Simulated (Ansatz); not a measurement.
Gas-phase electronic energies from Ansatz, PBE0-D4/def2-TZVP geometries. CBS: MP2 limit from def2 TZ/QZ plus the TZ coupled-cluster correction, frozen cores. Functionals use def2-TZVPP. For Br, Ga outer-core shells are correlated without core-valence functions, which leaves a few kJ/mol of doubt a bond. Scalar relativity is left out up to krypton. Each species was taken in one conformer, which may not be the lowest.

`O=CB[SiH3]` + `[OH][Ga]([Br])[Br]` → `[SiH3][O][Ga]([Br])[Br]` + `BC=O`  (cleavage of the Si–B bond)

| level | ΔE (kJ/mol) | difference from CCSD(T)/CBS |
| --- | --- | --- |
| LDA (SPW92) | -78.0 | 30.5 |
| B97M-V | -98.5 | 10.0 |
| PBE0-D4 | -91.7 | 16.8 |
| revPBE | -77.1 | 31.4 |
| r2SCANh | -99.8 | 8.7 |
| LC-ωPBE | -98.9 | 9.6 |
| CCSD(T)/def2-SVP | -101.8 | 6.7 |
| MP2/def2-QZVPP | -117.5 | -9.0 |
| SCS-MP2/def2-QZVPP | -121.6 | -13.1 |
| HF/CBS(def2) | -139.1 | -30.6 |
| CCSD(T)/CBS | -108.5 | 0 |

Largest T1 diagnostic among the species: 0.021, so the coupled-cluster value is less sure than usual.

Leaving LDA and LC-ωPBE aside and taking each functional with its dispersion term where it has one, the values, not all of them listed here, spread over 43.1 kJ/mol, from BHLYP-D4 to revPBE-D4. From BLYP to BHLYP (50 % exact exchange), in def2-TZVPP and without D4, ΔE moves by −23.3 kJ/mol. In def2-TZVPP, CCSD(T) changes the Hartree–Fock value by +27.4 kJ/mol (the triples alone add +4.1 kJ/mol) and MP2 by +19.5 kJ/mol.
